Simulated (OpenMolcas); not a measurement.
**Ni4+, Pd4+, Pt4+: d⁶ down the group**

```
Program             : OpenMolcas
Method              : SS-CASPT2, IPEA 0.25 Eh, imaginary shift 0.1 Eh
Basis               : ANO-R2
Scalar Hamiltonian  : X2C, finite nucleus
Spin-orbit coupling : RASSI with atomic mean-field integrals over the reference wave functions, term energies averaged over their components
```

Active space for each ion: 6 electrons in 10 orbitals (d d); closed shells correlated by CASPT2: Ni4+ 3s 3p; Pd4+ 4s 4p; Pt4+ 5s 5p.

Computed levels in cm-1 above ⁵D₄:

| Level | Ni4+ | Pd4+ | Pt4+ |
| --- | --- | --- | --- |
| ⁵D₃ | 820 | 2000 | 7550 |
| ⁵D₁ | 1732 | 3770 | 10790 |
| ⁵D₀ | 1905 | 4110 | 10950 |
| ³H₆ | 28130 | 20420 | 22690 |
| ³H₅ | 28490 | 20670 | 34860 |
| ³P₁(1) | 29450 | 25560 | 42470 |
| ³F₂(1) | 30810 | 23690 | 26970 |
| ³G₅ | 34260 | 25700 | 22070 |
| ³G₄ | 35000 | 27190 | 34050 |
| weight of ⁵D in the lowest level (%) | 100 | 98 | 80 |

Mixed levels, with the weight of the term that names them: Pt4+ ⁵D₀ (75 %), Pt4+ ³H₅ (52 %), Pt4+ ³P₁(1) (72 %), Pt4+ ³F₂(1) (67 %), Pt4+ ³G₅ (52 %), Pt4+ ³G₄ (57 %).

Measured, with the error of the calculation in %. Measured levels: Ni4+ from Corliss and Sugar, J. Phys. Chem. Ref. Data 10, 197 (1981).

```csv
Level,Ni4+
⁵D₃,890 (-7.8)
⁵D₁,1872 (-7.4)
⁵D₀,2058 (-7.4)
³H₆,27111 (+3.8)
³H₅,27578 (+3.3)
³P₁(1),28698 (+2.6)
³F₂(1),29899 (+3.1)
³G₅,33256 (+3.0)
³G₄,34062 (+2.8)
```

The fine-structure level ⁵D₀ changes by a factor of 5.75 from Ni4+ to Pt4+.

Without spin-orbit coupling ³H lies 27720, 19410, 18090 cm-1 above ⁵D in that order; the difference to the level ³H₆, of either sign, comes from spin-orbit coupling, which also lowers the zero.

CASPT2 does not keep the components of a term degenerate, so their means are used; among the terms shown or strongly mixed into the levels shown the widest spread is 190 cm-1 (5d⁶ ¹G(1), Pt4+). Active for correlation alone: 4d; no level in the range computed is led by a configuration that fills it, so any true level of that kind is missing (holds for Ni4+). Active for correlation alone: 5d; no level in the range computed is led by a configuration that fills it, so any true level of that kind is missing (holds for Pd4+). Active for correlation alone: 6d; no level in the range computed is led by a configuration that fills it, so any true level of that kind is missing (holds for Pt4+). Measured partners are found by configuration, term and J. A level has none where our copy of the source lacks it or the pairing is in doubt (some pairs that miss far off the trend of their configuration count as doubtful), and it then counts in no deviation. Only configurations of the active space appear.

A number in round brackets counts repeated terms of one configuration in the order of the reference energies.
